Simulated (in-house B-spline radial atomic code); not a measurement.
Ru⁸⁺. Computed with a B-spline radial atomic code. Model: all-electron spherical atom, spin shells full or empty, radial basis limit, no spin-orbit coupling, Breit or QED, empty-state partial waves extrapolated as (l+1/2)^-4, RPA, G0W0 and static COHSEX of the highest shell as one setting changes (uncorrelated shells keep exact exchange).

Empty levels are discrete states of a finite basis, so the steps are uneven.

Given: element Ru; charge 8; filled core Ar; hamiltonian one-electron scalar X2C; mean-field start r2SCAN; highest l of empty states 9; nuclear rms radius 4.4809 fm; lowest nl shells left uncorrelated 4; highest mean-field shell 4p; box radius 7.7 bohr.

Shell: 3d 5 5, 4s 1 1, 4p 3 3 (electrons up and down).

```json
{"highest empty level kept (hartree)": "27", "RPA correlation energy (hartree)": "-1.0374", "G0W0 level (eV)": "-179.73", "G0W0 minus most complete (meV)": "338", "COHSEX level (eV)": "-182.44", "linearised minus solved G0W0 (meV)": "-7.1"}
{"highest empty level kept (hartree)": "54", "RPA correlation energy (hartree)": "-1.2855", "G0W0 level (eV)": "-179.88", "G0W0 minus most complete (meV)": "185.6", "COHSEX level (eV)": "-182.85", "linearised minus solved G0W0 (meV)": "-7.4"}
{"highest empty level kept (hartree)": "94.5", "RPA correlation energy (hartree)": "-1.4644", "G0W0 level (eV)": "-179.96", "G0W0 minus most complete (meV)": "105.4", "COHSEX level (eV)": "-183.07", "linearised minus solved G0W0 (meV)": "-7.5"}
{"highest empty level kept (hartree)": "162", "RPA correlation energy (hartree)": "-1.5928", "G0W0 level (eV)": "-180.01", "G0W0 minus most complete (meV)": "54.5", "COHSEX level (eV)": "-183.23", "linearised minus solved G0W0 (meV)": "-7.6"}
{"highest empty level kept (hartree)": "270", "RPA correlation energy (hartree)": "-1.6601", "G0W0 level (eV)": "-180.04", "G0W0 minus most complete (meV)": "26.3", "COHSEX level (eV)": "-183.32", "linearised minus solved G0W0 (meV)": "-7.7"}
{"highest empty level kept (hartree)": "486", "RPA correlation energy (hartree)": "-1.6989", "G0W0 level (eV)": "-180.06", "G0W0 minus most complete (meV)": "10.6", "COHSEX level (eV)": "-183.37", "linearised minus solved G0W0 (meV)": "-7.7"}
{"highest empty level kept (hartree)": "810", "RPA correlation energy (hartree)": "?", "G0W0 level (eV)": "?", "G0W0 minus most complete (meV)": "?", "COHSEX level (eV)": "?", "linearised minus solved G0W0 (meV)": "?"}
{"highest empty level kept (hartree)": "1620", "RPA correlation energy (hartree)": "-1.7201", "G0W0 level (eV)": "-180.07", "G0W0 minus most complete (meV)": "0.7", "COHSEX level (eV)": "-183.4", "linearised minus solved G0W0 (meV)": "-7.7"}
{"highest empty level kept (hartree)": "3240", "RPA correlation energy (hartree)": "?", "G0W0 level (eV)": "?", "G0W0 minus most complete (meV)": "?", "COHSEX level (eV)": "?", "linearised minus solved G0W0 (meV)": "?"}
{"highest empty level kept (hartree)": "6750", "RPA correlation energy (hartree)": "-1.721", "G0W0 level (eV)": "-180.07", "G0W0 minus most complete (meV)": "0", "COHSEX level (eV)": "-183.4", "linearised minus solved G0W0 (meV)": "-7.7"}
{"highest empty level kept (hartree)": "16200", "RPA correlation energy (hartree)": "-1.7211", "G0W0 level (eV)": "-180.07", "G0W0 minus most complete (meV)": "0", "COHSEX level (eV)": "-183.4", "linearised minus solved G0W0 (meV)": "-7.7"}
{"highest empty level kept (hartree)": "54000", "RPA correlation energy (hartree)": "-1.7211", "G0W0 level (eV)": "-180.07", "G0W0 minus most complete (meV)": "0", "COHSEX level (eV)": "-183.4", "linearised minus solved G0W0 (meV)": "-7.7"}
```

**Question.** What follows for highest empty level kept = 3240?

**Answer.** RPA correlation energy -1.7208 hartree; G0W0 level -180.07 eV; G0W0 minus most complete 0.2 meV; COHSEX level -183.4 eV; linearised minus solved G0W0 -7.7 meV.

**Question.** What follows for highest empty level kept = 810?

**Answer.** RPA correlation energy -1.714 hartree; G0W0 level -180.06 eV; G0W0 minus most complete 3.7 meV; COHSEX level -183.39 eV; linearised minus solved G0W0 -7.7 meV.
